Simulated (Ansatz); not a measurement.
Basis sets compared for B2(OH)4 (B₂O₄H₄). Charge 0, multiplicity 1. Geometry PBE-D4/def2-SVP. Ansatz on 2 threads of AMD EPYC 7R13 on a shared host; times are rough, and most runs start from earlier orbitals.

```xyz
10

B    -0.409   -0.632   -0.869
O    -1.667   -0.435   -1.381
O     0.335   -1.626   -1.456
B     0.205    0.318    0.437
O    -0.609    1.296    0.968
O     1.481    0.052    0.889
H    -2.105    0.288   -0.898
H     1.204   -1.681   -1.021
H    -0.223    1.808    1.704
H     1.788    0.612    1.628
```

Binding counts from free atoms (B doublet, O triplet, H doublet) in the same basis, without a counterpoise term.

```csv
level,functions,energy (Eh),HOMO (eV),LUMO (eV),binding per atom (eV),wall time
PBE-D4/def2-SVP,104,-352.5531,-6.26,-1.06,4.73,1.3 s
PBE-D4/def2-TZVP (with forces),210,-352.9720,-6.65,-1.45,4.67,3.2 s
revPBE-D4/def2-TZVP,210,-353.2651,-6.58,-1.34,4.51,2.7 s
PBE0-D4/def2-SVP,104,-352.5616,-7.86,-0.19,4.58,2.2 s
PBE0-D4/def2-TZVP,210,-352.9773,-8.15,-0.52,4.52,3.7 s
```

Question: Estimate the rows for PBE-D4/def2-TZVPD, revPBE-D4/def2-TZVPD, PBE0-D4/def2-TZVPD.

Answer: 
| level | functions | energy (Eh) | HOMO (eV) | LUMO (eV) | binding per atom (eV) | wall time |
| --- | --- | --- | --- | --- | --- | --- |
| PBE-D4/def2-TZVPD | 270 | -352.9765 | -6.74 | -1.56 | 4.67 | 5 s |
| revPBE-D4/def2-TZVPD | 270 | -353.2697 | -6.68 | -1.46 | 4.51 | 4.4 s |
| PBE0-D4/def2-TZVPD | 270 | -352.9811 | -8.22 | -0.72 | 4.53 | 6.5 s |
